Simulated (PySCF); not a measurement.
Bi(Cl)(OH)2 (BiClH₂O₂), SMILES [Cl][Bi]([OH])[OH].

Coordinates come from a B3LYP-D3(BJ)/def2-SVP optimisation. The def2 effective core potentials stand for the cores of Bi; spin–orbit coupling is left out. Other conformers were not sampled.

Level of theory: TDA-CAM-B3LYP/def2-SVPD (PySCF).

Vertical excitations. Isolated molecule, no solvent.

```tsv
state	energy (eV)	λ (nm)	f	main pairs
S1	5.55	223	0.031	HOMO→LUMO 86 %
S2	5.70	218	0.003	HOMO−1→LUMO 72 %, HOMO−2→LUMO 18 %
S3	5.80	214	0.011	HOMO−2→LUMO 74 %, HOMO−1→LUMO 12 %
S4	6.06	205	0.020	HOMO→LUMO+1 52 %, HOMO−2→LUMO+1 15 %
S5	6.15	202	0.020	HOMO−3→LUMO 46 %, HOMO→LUMO+2 27 %
S6	6.31	197	0.001	HOMO−1→LUMO+1 30 %, HOMO−1→LUMO+2 24 %, HOMO−3→LUMO 21 %, HOMO−3→LUMO+1 8 %
S7	6.49	191	0.029	HOMO→LUMO+1 29 %, HOMO−2→LUMO+1 26 %, HOMO−1→LUMO+1 19 %, HOMO−3→LUMO+1 12 %
S8	6.56	189	0.002	HOMO−1→LUMO+1 32 %, HOMO−1→LUMO+2 29 %, HOMO−2→LUMO+1 20 %, HOMO−3→LUMO+2 5 %
S9	6.68	186	0.017	HOMO−3→LUMO+1 41 %, HOMO→LUMO+2 28 %, HOMO−2→LUMO+2 15 %
S10	6.78	183	0.031	HOMO−3→LUMO+2 40 %, HOMO−2→LUMO+1 12 %, HOMO−2→LUMO+2 12 %, HOMO−4→LUMO 9 %
T1	4.88	254	0	HOMO→LUMO 88 %
T2	5.23	237	0	HOMO−1→LUMO 90 %
T3	5.34	232	0	HOMO→LUMO+1 47 %, HOMO−2→LUMO 35 %
T4	5.40	230	0	HOMO−2→LUMO 45 %, HOMO→LUMO+1 29 %, HOMO−3→LUMO 8 %
```
Triplets are in the Tamm–Dancoff approximation.
